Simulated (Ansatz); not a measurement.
A run for Ansatz (a quantum-chemistry and plane-wave program): R-PBE0/def2-TZVPP on BClFHSe (SMILES FB(Cl)[SeH]), a point of a torsion scan.

Ansatz 0.2 input:
```yaml
crystal:
  periodic: [false, false, false]
  atoms:
    - {symbol: F, position_ang: [-0.98920180, 1.33540656, -0.20603444]}
    - {symbol: B, position_ang: [-0.64853149, 0.12367009, 0.19033859]}
    - {symbol: Cl, position_ang: [-1.77703350, -1.14790187, -0.02863015]}
    - {symbol: Se, position_ang: [1.18014860, -0.13104234, 0.73186929]}
    - {symbol: H, position_ang: [0.98784218, -1.33076369, 1.50493246]}
basis:
  gaussian:
    orbitals: def2-TZVPP
hamiltonian:
  xc: {name: PBE0}
scf: {lower_state_search: off}
```

The log:

```
WARN ansatz: RAYON_NUM_THREADS=1 ignored (pool sized by the plan → 1); use --threads N
Functional definition: PBE0
these checks for a lower state are left out or cut short: stability, starts, cluster_reference, orbital_swaps, neighbouring_geometries, increment
integrals: 0.09 GiB planned
1121 factors; their error is unknown
mean field: 0.79 GiB planned
mean field evaluation 1: about -81269.7147 eV, gradient 2.9e1 eV
mean field evaluation 2: about -81268.4249 eV, gradient 4.3e1 eV
mean field evaluation 4: about -81271.0144 eV, gradient 1.1e0 eV
mean field evaluation 8: about -81271.0162 eV, gradient 1.7e-2 eV
mean field evaluation 16: about -81271.4760 eV, gradient 5.6e-5 eV
mean field -81271.47597007 eV, -2986.6716541150 hartree, gradient 3.6e-6 eV, S^2 0.000000; 0 other end points of the search recorded, 0 dependent functions left out
reference -81271.47599561 eV, -2986.6716550538 hartree; 33, 33 occupied and 133, 133 virtual orbitals, 1121 factors
Total energy: -81271.47599561 eV, -2986.6716550538 hartree
Checks for a lower state left out: stability, starts, cluster_reference, orbital_swaps, neighbouring_geometries, increment
```

The calculation finished and met its thresholds.

Cost: roughly 7 core-seconds.
